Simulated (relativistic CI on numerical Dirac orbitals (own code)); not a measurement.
# Crystal-field levels of Tc6+, 4d

Calculated by Dirac-Coulomb-Breit CI, separate exchange-only KLI orbitals for each configuration, QED by a radiative potential, valence Slater integrals scaled by 0.7, one configuration in a parametric crystal field (own radial code).

Field parameters in Wybourne normalisation: Td as Oh with Dq negative (B⁴₀ = 21Dq, B⁴₄ = √(5/14) B⁴₀). The field is a parameter set, without covalency.

S is read from ⟨S²⟩ = S(S + 1).

Site symmetry Td; labels are those of the double group. Computed levels in cm⁻¹ above the lowest, in rising order:

```csv
Δ (size of 10Dq),Lowest,No. 2,No. 3
3800,Γ8,4496 Γ8,5788 Γ7
6800,Γ8,6934 Γ8,8507 Γ7
9850,Γ8,9740 Γ8,11435 Γ7
12850,Γ8,12610 Γ8,14370 Γ7
15900,Γ8,15579 Γ8,17380 Γ7
18950,Γ8,18574 Γ8,20402 Γ7
```

Ground-state S against |10Dq| in cm⁻¹: 3800: 0.50, 6800: 0.50, 9850: 0.50, 12850: 0.50, 15900: 0.50, 18950: 0.50.

No abrupt spin change occurs in this range.
